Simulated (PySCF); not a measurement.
Compound: Ge(vinyl)(OEt)3, C8H18GeO3.
Bonds: Ge1–C2, Ge1–O7, Ge1–O15, Ge1–O23, C2–C3, O7–C8, C8–C9, O15–C16, C16–C17, O23–C24, C24–C25. Hydrogens: H4 on C2; H5, H6 on C3; H10, H11 on C8; H12, H13, H14 on C9; H18, H19 on C16; H20, H21, H22 on C17; H26, H27 on C24; H28, H29, H30 on C25.

The calculation used TDDFT PBE0/def2-SVPD, vertical, gas phase, core orbitals frozen in the response in PySCF 2.14.0, density-fitted response routines. The structure is a single PBE0-D3(BJ)/def2-SVP conformer in the gas phase; no vibrational or solvent corrections. Relativistic effects, spin–orbit coupling among them, are left out although an element past zinc is present.

Computed states:

| state | E (eV) | f |
| --- | --- | --- |
| S1 | 5.98 | 0.0032 |
| S2 | 6.10 | 0.014 |
| S3 | 6.29 | 0.014 |
| S4 | 6.59 | 0.028 |
| S5 | 6.71 | 0.0054 |
| S6 | 7.14 | 0.034 |
| S7 | 7.16 | 0.025 |
| S8 | 7.29 | 0.059 |
| S9 | 7.35 | 0.0009 |
| S10 | 7.44 | 0.210 |
| S11 | 7.59 | 0.018 |
| S12 | 7.72 | 0.0060 |
| S13 | 7.77 | 0.021 |
| S14 | 7.77 | 0.017 |
| S15 | 7.82 | 0.047 |

Each state is given a Gaussian of 0.5 eV full width at half maximum, with ε(max) = 2.175×10⁸ f / Δν̃ (Δν̃ the width in cm⁻¹). The width is an assumption, not a result. The curve ends short of the highest state used, and states not computed would add to its high-energy end.

Question: What does the envelope look like, and where are its maxima?

Answer: 
(E (eV), ε (L mol⁻¹ cm⁻¹)): (5.23, 0), (5.32, 2), (5.41, 8), (5.49, 24), (5.58, 67), (5.67, 163), (5.75, 314), (5.84, 572), (5.93, 906), (6.01, 1222), (6.10, 1539), (6.18, 1753), (6.27, 1926), (6.36, 2063), (6.44, 2166), (6.53, 2230), (6.62, 2212), (6.70, 2192), (6.79, 2389), (6.88, 3152), (6.96, 4544), (7.05, 6988), (7.14, 10135), (7.22, 13061)

Maxima: 189 nm (6.55 eV), ε about 2200, made up of S3 (16%) and S4 (67%) (hardly more than a shoulder) (ε in L mol⁻¹ cm⁻¹; maxima over ε = 5, shares over 10%). At its high-energy end, 7.22 eV, the curve is still rising (ε about 13000, from S6, S8 and S10).

Question: On this curve, what absorbance would a 10⁻³ mol/L sample give at 222 nm over a 1 cm path?

Answer: 222 nm is 5.585 eV, where ε is about 71 L mol⁻¹ cm⁻¹, so A = ε c l ≈ 0.071 (Beer–Lambert, with the gas-phase spectrum and the assumed width).

Question: Coming from long wavelengths, where does ε first pass 100 L mol⁻¹ cm⁻¹?

Answer: At about 221 nm (5.62 eV), 0.37 eV below S1.

Question: What would ε be at 6.55 eV, the highest of these maxima, with half the width (0.25 eV)?

Answer: About 3120 L mol⁻¹ cm⁻¹ against 2230, a factor of about 1.4; a lone state at its own centre would give exactly 2.
